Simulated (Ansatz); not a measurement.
C3H5FGe can be A, `F[CH]1C=[CH][GeH2]1`, or B, `[F][GeH2][C]1=CC1`.

Gas-phase electronic energies from Ansatz, PBE0-D4/def2-TZVP geometries. CBS: MP2 limit from def2 TZ/QZ plus the TZ coupled-cluster correction, frozen cores. DFT in def2-TZVPP. B3LYP here is the variant with VWN-RPA as its local correlation; programs differ in this. For Ge outer-core shells are correlated without core-valence functions, which leaves a few kJ/mol of doubt a bond. Scalar relativity is left out up to krypton. One conformer a species, not always the lowest.

Which is lower in electronic energy at CCSD(T)/CBS, and by how much? (An estimate is asked.)

The calculation gave: B, by 18.7 kJ/mol.

Give E(B) − E(A) in kJ/mol with PBE-D4, MP2/def2-TZVPP, PBE0-D4, B3LYP-D4, BLYP-D4, r2SCAN-D4, CCSD/def2-TZVPP. (An estimate is asked.)

The calculation gave: PBE-D4 -13.3, MP2/def2-TZVPP -33.9, PBE0-D4 -15.4, B3LYP-D4 -21.6, BLYP-D4 -20.2, r2SCAN-D4 -22.1, CCSD/def2-TZVPP -24.0. None reverses the order clearly.

Does the order hold for the free energy at 298.15 K (harmonic terms from PBE0-D4)? (Best estimate.)

The calculation gave: Yes: G(B) − G(A) = -27.3 kJ/mol, for one conformer each. Modes under 60 cm⁻¹, often nearly free rotors, make the harmonic entropy too high.

Largest T1 diagnostic: 0.012.

At CCSD(T), def2-SVP lies −11.0 kJ/mol from the extrapolated value and def2-TZVPP −2.6 kJ/mol. Leaving LDA and LC-ωPBE aside and taking each functional with its dispersion term where it has one, the values, not all of them listed here, spread over 15.4 kJ/mol, from B97M-V to PBE-D4. LDA lies +18.1 kJ/mol from PBE without D4.
